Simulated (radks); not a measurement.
The numbers below are computed, except where a source is named.
Excited configurations of Gd7+: one electron is placed in a higher orbital outside [Kr] 4d10 4f6 5s2 5p2. The ground configuration is [Kr] 4d10 4f6 5s2 5p3. Level of theory: Dirac Kohn-Sham, LDA (Slater exchange, Perdew-Wang correlation), spin-unpolarised, spherical densities, finite nucleus; open shells are shared between the two j in proportion to 2j + 1; Fermi nuclear charge, rms radius 5.1569 fm (a radial shooting solver on a logarithmic mesh with Libxc functionals). Excitation = E - E(ground); binding = E(ion) - E, where the ion is the core of charge +8; n* = 8/sqrt(2 binding) in atomic units. These energies are relativistic, and a one-electron ion of charge +8 with no core already has n* below n in this formula (Dirac formula, point nucleus, mean over j: 5d 5.000, 5f 5.000, 6s 5.999, 6p 5.999, 6d 6.000, 6f 6.000, 7s 6.998, 7d 7.000, 7f 7.000). The quantum defect is therefore taken as that value minus n*, so that it holds no relativistic shift of the bare ion. Eigenvalue and <r> are those of j = l + 1/2.

outer orbital	excitation (eV)	binding (eV)	n*	quantum defect	eigenvalue (eV)	<r> (bohr)
5d	35.089	85.927	3.183	1.816	-78.906	1.669
5f	67.533	53.483	4.035	0.965	-48.890	2.315
6s	50.483	70.533	3.514	2.485	-66.259	2.383
6p	59.825	61.191	3.772	2.227	-56.769	2.658
6d	73.096	47.920	4.263	1.737	-44.739	3.144
6f	86.622	34.394	5.032	0.968	-32.058	4.064
7s	78.507	42.509	4.526	2.473	-40.138	3.913
7d	89.665	31.351	5.270	1.729	-29.439	4.947
7f	96.994	24.022	6.021	0.979	-22.556	6.135

The Delta-SCF ionisation energy is 121.02 eV (NIST Atomic Spectra Database: 123 eV, theoretical). Self-interaction in the functional shifts the binding energies and quantum defects, so they are the method's values and not measured ones. Spin polarisation and multiplet splitting are left out, so open shells lie too high by an amount that depends on their filling. Sharing an open shell by 2j + 1 raises it above the true ground level by a part of the spin-orbit splitting, which enters the differences from NIST.

Beside tabulated values, note that spin-unpolarised runs miss the spin-polarisation part of the exchange energy of open shells.
